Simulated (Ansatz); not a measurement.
Species: sum formula B2BiO, net charge -1, singlet state. It need not be the lowest isomer of its formula. 
Structure (B3LYP-D3(BJ)/def2-TZVP (Ansatz, a quantum-chemistry and plane-wave program) minimum search):
SMILES: O=B[B-]#[Bi]
```xyz
4

Bi     0.0000     0.0000    -0.6689
B      0.0000     0.0000     1.3746
B      0.0000     0.0000     2.9897
O      0.0000     0.0000     4.2125
```
Charge -1, spin multiplicity 1.

Basis-set convergence of Hartree-Fock and CCSD correlation energies (hartree) with Ansatz. Correlated levels leave the core frozen unless marked. Spin-orbit coupling is left out. The frozen core is the preceding noble-gas configuration, with the filled d and f shells of earlier blocks. Past Kr the def2 sets carry scalar-relativistic core potentials. This anion needs diffuse functions, which these sets lack.

The Hartree-Fock reference is unstable (checked in the largest basis), which strains HF and MP2. The T1 diagnostic of CCSD in the largest basis is 0.027, which is high, so the coupled-cluster rows are less sure than usual.

| basis | functions | E(HF) | E(corr, CCSD) |
|---|---|---|---|
| def2-SVP | 68 | -337.73787 | -0.44674 |
| def2-TZVPP | 143 | [?] | [?] |

**Question.** Complete the blanks.

**Answer.** 
- def2-TZVPP, E(HF): -337.89471
- def2-TZVPP, E(corr, CCSD): -0.53962
